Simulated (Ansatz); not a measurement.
Consider the ligand exchange at the Si–N bond: `O[SiH2]N[SiH2][AlH2]` + `N[SiH2]N` → `N[SiH2]N[SiH2]O` + `N[SiH2][AlH2]`.

Calculated with Ansatz (gas phase, PBE0-D4/def2-TZVP geometries, no zero-point term in ΔE). CCSD(T)/CBS adds triple-zeta CCSD(T) − MP2 to the extrapolated MP2 energy (def2 sets, frozen cores). This one scheme is used for every species. DFT in def2-TZVPP. B3LYP here is the variant with VWN-RPA as its local correlation; programs differ in this. Each species was taken in one conformer, which may not be the lowest.

`O[SiH2]N[SiH2][AlH2]`:

Z-matrix (Å, degrees):
```
Si
N 1 1.719
O 1 1.645 2 114.1
H 1 1.479 2 111.0 3 -115.8
H 1 1.489 2 105.6 3 122.7
Si 2 1.742 1 127.4 3 65.1
H 2 1.009 1 115.8 3 -113.0
H 3 0.958 1 117.6 2 56.6
Al 6 2.461 2 111.6 1 146.1
H 6 1.492 2 106.2 1 24.1
H 6 1.499 2 112.1 1 -90.2
H 9 1.593 6 119.7 2 14.7
H 9 1.589 6 121.6 2 -166.1
```

`N[SiH2]N`:

```xyz
9

N    -0.740    0.183    1.244
Si   -0.332    0.141   -0.417
N     1.280   -0.412   -0.566
H    -0.692   -0.641    1.820
H    -1.413    0.847    1.589
H    -0.620    1.530   -0.881
H    -1.103   -0.798   -1.283
H     1.574   -0.915   -1.386
H     2.045    0.066   -0.120
```

`N[SiH2]N[SiH2]O`:

```xyz
13

N     1.516   -1.768    0.764
Si    1.165   -0.551   -0.388
N    -0.532   -0.245   -0.418
Si   -1.381    1.248   -0.462
O    -2.228    1.578    0.912
H     2.260   -2.424    0.594
H     1.347   -1.641    1.748
H     1.774    0.785   -0.139
H     1.706   -1.099   -1.662
H    -1.106   -1.078   -0.444
H    -0.361    2.294   -0.724
H    -2.433    1.224   -1.504
H    -1.727    1.677    1.723
```

`N[SiH2][AlH2]`:

```xyz
9

N    -0.728    1.436    0.466
Si    0.333    0.495   -0.527
Al    0.384   -1.818    0.300
H    -1.586    1.024    0.796
H    -0.853    2.419    0.283
H     1.685    1.125   -0.465
H    -0.009    0.496   -1.990
H     1.525   -2.831   -0.148
H    -0.751   -2.347    1.286
```

```csv
level,ΔE (kcal/mol),difference from CCSD(T)/CBS
PBE-D4,0.1,0.1
r2SCAN-D4,0.1,0.1
PBE0-D4,0.0,0.0
B3LYP-D4,0.2,0.2
ωB97X-V,-0.1,-0.1
ωB97M-V,-0.1,-0.1
B2PLYP,0.0,0.0
PBE,0.0,0.0
r2SCAN,0.1,0.1
PBE0,-0.1,-0.1
B3LYP,0.0,0.0
HF/def2-TZVPP,-0.1,-0.1
MP2/def2-TZVPP,0.0,0.0
SCS-MP2/def2-TZVPP,0.0,0.0
CCSD/def2-TZVPP,-0.1,-0.1
CCSD(T)/def2-TZVPP,-0.1,-0.1
HF/def2-QZVPP,0.0,0.0
MP2/def2-QZVPP,0.1,0.1
SCS-MP2/def2-QZVPP,0.0,0.0
HF/CBS(def2),0.0,0.0
MP2/CBS(def2),0.1,0.1
CCSD/CBS(def2),0.0,0.0
CCSD(T)/CBS,0.0,0
```

Largest T1 diagnostic among the species: 0.012.
